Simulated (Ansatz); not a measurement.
Ideal-gas functions of FGeH2N, SMILES `[NH2][Ge][F]` at 600 K and 1 bar, from an Ansatz frequency run at PBE0-D4/def2-TZVP.

Molar mass 107.63 g/mol, point group Cs (symmetry number 1), electronic degeneracy 1, moments of inertia 37.096, 63.506, 100.602 u Å². Harmonic wavenumbers (cm⁻¹, unscaled): 248, 425, 503, 640, 695, 725, 1543, 3575, 3698.

Use S(trans) = R[1.5 ln M + 2.5 ln T − 1.1517]; rotational temperatures θ = 24.2544 K / I; S(rot) = R[ln(√π/σ · √(T³/θAθBθC)) + 1.5]; for each mode x = 1.438777 ν̃/T, S = R[x/(eˣ − 1) − ln(1 − e⁻ˣ)] and H = RT x/(eˣ − 1); 1 cm⁻¹ = 0.0119627 kJ/mol; R = 8.31446 J/(mol·K).

Task: By hand: the entropy, in J/(mol·K).

Result: Translation 181.7. Rotation: θ = 0.6538, 0.3819, 0.2411 K, giving 108.7. Vibration, mode by mode: 12.76, 8.51, 7.24, 5.52, 4.97, 4.69, 0.99, 0.02, 0.01, in all 44.7. Electronic 0.0. Sum 335.1 J/(mol·K).

Task: By hand: H − E and G − E in kJ/mol, counted from the electronic energy.

Result: Zero-point energy ½ × 12052 × 0.0119627 = 72.1; thermal vibration 15.5; translation, rotation and pV give 4 RT = 20.0. H − E = 107.6 kJ/mol, and G − E = 107.6 − 600 × 335.1/1000 = -93.5 kJ/mol.

Vibration gives 13 % of the entropy. The sum counts one conformer and one mirror image; others add a mixing term.
